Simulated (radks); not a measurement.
Effect of the nuclear size on the calcium ion Ca3+, [Ne] 3s2 3p5. Method: Dirac Kohn-Sham, LDA (Slater exchange, Perdew-Wang correlation), spin-unpolarised, spherical densities, finite nucleus; open shells are shared between the two j in proportion to 2j + 1; Fermi nuclear charge, rms radius 3.4776 fm; computed with a radial shooting solver on a logarithmic mesh with Libxc functionals. The rms radius is varied about that value; shifts are against it.

[
 {"rms radius (fm)": "2.8934", "total energy shift (eV)": "-0.00925", "density at nucleus (e/bohr^3)": "6151", "1s1/2 shift (meV)": "-3.90", "2s1/2 shift (meV)": "-0.309", "2p1/2 shift (meV)": "0.047", "3s1/2 shift (meV)": "-0.041"},
 {"rms radius (fm)": "3.2133", "total energy shift (eV)": "-0.00439", "density at nucleus (e/bohr^3)": "6135", "1s1/2 shift (meV)": "-1.85", "2s1/2 shift (meV)": "-0.147", "2p1/2 shift (meV)": "0.022", "3s1/2 shift (meV)": "-0.019"},
 {"rms radius (fm)": "3.4776", "total energy shift (eV)": "0", "density at nucleus (e/bohr^3)": "6122", "1s1/2 shift (meV)": "0.000", "2s1/2 shift (meV)": "0.000", "2p1/2 shift (meV)": "0.000", "3s1/2 shift (meV)": "0.000"},
 {"rms radius (fm)": "3.6863", "total energy shift (eV)": "0.00370", "density at nucleus (e/bohr^3)": "6113", "1s1/2 shift (meV)": "1.56", "2s1/2 shift (meV)": "0.124", "2p1/2 shift (meV)": "-0.019", "3s1/2 shift (meV)": "0.016"},
 {"rms radius (fm)": "4.2392", "total energy shift (eV)": "0.0145", "density at nucleus (e/bohr^3)": "6091", "1s1/2 shift (meV)": "6.13", "2s1/2 shift (meV)": "0.486", "2p1/2 shift (meV)": "-0.074", "3s1/2 shift (meV)": "0.065"}
]

Slopes of the eigenvalues against <r^2> in GHz/fm^2, as finite differences over the two radii next to the reference (eigenvalue slopes, not the field-shift constants of lines): 1s1/2 253, 2s1/2 20.1, 2p1/2 -3.05, 3s1/2 2.66.
